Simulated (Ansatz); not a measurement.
Gas-phase electronic energies from Ansatz, PBE0-D4/def2-TZVP geometries. CCSD(T)/CBS adds triple-zeta CCSD(T) − MP2 to the extrapolated MP2 energy (def2 sets, frozen cores). Functionals use def2-TZVPP. Each species was taken in one conformer, which may not be the lowest.

Consider the isomerisation: `CSC(F)[SiH3]` → `CC(F)S[SiH3]`.

| species | B2PLYP energy (Eh) |
| --- | --- |
| `CSC(F)[SiH3]` | -867.65065 |
| `CC(F)S[SiH3]` | -867.68291 |

**Question.** Work out ΔE.

**Answer.** ΔE = (-867.68291) − (-867.65065) = -0.03226 Eh = -84.7 kJ/mol. CCSD(T)/CBS gives -87.3 kJ/mol.

Largest T1 diagnostic among the species: 0.012.

From PBE to PBE0 (25 % exact exchange), in def2-TZVPP and without D4, ΔE moves by −5.4 kJ/mol.
